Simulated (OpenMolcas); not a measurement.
**Os2+: moving or changing the point charges**

Os2+ among 4 point charges of -1 e arranged as a square (D4h), 1.92 Å from the ion.
```
   1.9200    0.0000    0.0000  -1.00
   0.0000    1.9200    0.0000  -1.00
  -1.9200    0.0000    0.0000  -1.00
   0.0000   -1.9200    0.0000  -1.00
```

```yaml
Program: OpenMolcas
Method: "SS-CASPT2, IPEA 0.25 Eh, imaginary shift 0.1 Eh (closed shells correlated: 5s 5p)"
Basis: ANO-RCC-VDZP [7s6p4d2f1g]
Scalar_Hamiltonian: DKH2, point nucleus
Active_space: 6 electrons in 5 orbitals (5d)
State_averaging: 2S+1 = 5 even, 5 roots; 2S+1 = 3 even, 45 roots; 2S+1 = 1 even, 50 roots
Spin-orbit_coupling: state interaction with AMFI integrals over the reference wave functions
```

Runs around this geometry, states (labels of D4, the rotations of D4h). Energies in cm-1 above the lowest state or level, χT in cm3 K/mol.

```
R (Å)  q (e)  Ground state  First state of that spin  First gap with spin-orbit (degeneracies)  χT at 300 K  First state of another spin
 1.92   -0.8           5A1                   5E 5050                                510 (1, 2)        2.972                    3A2 10790
 1.79     -1           5A1                  5E 10370                               1130 (1, 2)        1.237                      3E 5590
 1.92     -1           5A1                   5E 7820                                760 (1, 2)        2.022                     3A2 9400
 2.07     -1           5A1                   5E 5810                                540 (1, 2)        2.825                    3A2 11530
```

Taking the first state of the same spin as R^-n, n = -ln(5810 / 10370) / ln(2.07 / 1.79) = 4.0 between the shortest and longest distance.

Scaling the charges by -0.8 / -1 = 0.80 scales the first state of the same spin by 5050 / 7820 = 0.65; with fixed orbitals a first-order splitting would follow the charge.

Point charges give a weaker field than real ligands, and real ions of this kind are as a rule low spin; the high spin found here belongs to the model. Free-ion shares, where given, are those of the reference states; single-state CASPT2 does not remix them. Spin-orbit coupling mixes the spin-free states strongly: the lowest level takes only 67 % from its leading state, 5A1 (figures for R = 1.92, q = -0.8; the like holds for R = 1.79, q = -1, R = 1.92, q = -1, R = 2.07, q = -1). This shell can be high or low spin here, a state of another spin lies low, and with metal d orbitals alone active their balance is uncertain, so the ground spin may be wrong (holds for R = 1.79, q = -1). Point charges carry no covalency, so the field is a model and not that of real ligands. No measured value stands beside these numbers.
